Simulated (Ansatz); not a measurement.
Start from `[CH3][Bi]([CH3])[Cl]` and change one atom or group to get `[CH3][Bi]([CH3])[CH3]`.

Ansatz, PBE0-D4/def2-TZVP geometries, multiplicity 1. 

Elements past krypton have def2 core potentials.  Spin–orbit coupling is left out; it splits and shifts lone-pair levels of the heavy atoms by tenths of an eV.

```json
{"property": "HOMO–LUMO gap (ωB97M-V/def2-TZVPP) / eV", "`[CH3][Bi]([CH3])[Cl]`": "9.66"}
{"property": "ideal-gas entropy at 298 K and 1 bar (rigid rotor, harmonic PBE0-D4/def2-TZVP) / J/(mol·K)", "`[CH3][Bi]([CH3])[Cl]`": "377"}
{"property": "HOMO–LUMO gap (PBE0/def2-TZVPP) / eV", "`[CH3][Bi]([CH3])[Cl]`": "5.86"}
{"property": "HOMO–LUMO gap (PBE/def2-TZVPP) / eV", "`[CH3][Bi]([CH3])[Cl]`": "4.04"}
{"property": "HOMO energy (ωB97M-V/def2-TZVPP) / eV", "`[CH3][Bi]([CH3])[Cl]`": "-9.19"}
{"property": "size of the dipole moment (ωB97M-V/def2-TZVPP) / D", "`[CH3][Bi]([CH3])[Cl]`": "3.58"}
```

Problem. What does the change do to each property? (Best estimate.)

Solution. Ansatz gave: 
```
                                                                                  property  `[CH3][Bi]([CH3])[CH3]`  shift
                                                   HOMO–LUMO gap (ωB97M-V/def2-TZVPP) / eV                    10.24   0.58
ideal-gas entropy at 298 K and 1 bar (rigid rotor, harmonic PBE0-D4/def2-TZVP) / J/(mol·K)                      374     -3
                                                      HOMO–LUMO gap (PBE0/def2-TZVPP) / eV                     6.76   0.90
                                                       HOMO–LUMO gap (PBE/def2-TZVPP) / eV                     5.08   1.04
                                                     HOMO energy (ωB97M-V/def2-TZVPP) / eV                    -8.61   0.58
                                        size of the dipole moment (ωB97M-V/def2-TZVPP) / D                     0.23  -3.35
```

With PBE0 the HOMO rises by 0.57 eV and the LUMO rises by 1.47 eV, so the gap widens by about 0.90 eV. PBE moves the HOMO by 0.48 eV and ωB97M-V by 0.58 eV. The zero-point energy changes by 91.2 kJ/mol with +9 modes. Dipoles are sizes alone; their direction can turn.

Positive LUMOs are unbound, so they and the gaps depend on the basis.
